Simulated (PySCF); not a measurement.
**From a computed spectrum to the compound**

A species of 4 atoms with charge 3 has these harmonic modes (PBE, small Gaussian bases with core potentials, PySCF 2.14.0):

```json
{"cm⁻¹": "453", "km/mol": "14.1", "symmetry": "a1"}
{"cm⁻¹": "660", "km/mol": "91.7", "symmetry": "b2"}
{"cm⁻¹": "719", "km/mol": "415.7", "symmetry": "b1"}
{"cm⁻¹": "1598", "km/mol": "151.2", "symmetry": "a1"}
{"cm⁻¹": "3244", "km/mol": "856.6", "symmetry": "a1"}
{"cm⁻¹": "3254", "km/mol": "549.4", "symmetry": "b2"}
```

(1) Which species is it, and in which structure?

## Answers

(1) [Gd(H2O)]3+ (singlet in the valence; each metal's 4f electrons, 7 of them, lie in its core potential, out of spins and levels):
```xyz
4

Gd    0.0000    0.0000   -0.2332
O     0.0000    0.0000    1.9737
H     0.7892    0.0000    2.6116
H    -0.7892    0.0000    2.6116
```
Ideal gas at 298.15 K and 1 bar: S = 277.3 J/(mol K), Cp = 46.3 J/(mol K), H − H(0 K) = 11.2 kJ/mol (rigid rotor, harmonic modes, spin degeneracy alone, that of the 4f electrons in the core included). An lcecp potential fixes the number of 4f electrons, so in runs with it no electron can move into or out of that shell.
 This is one of several that fit.
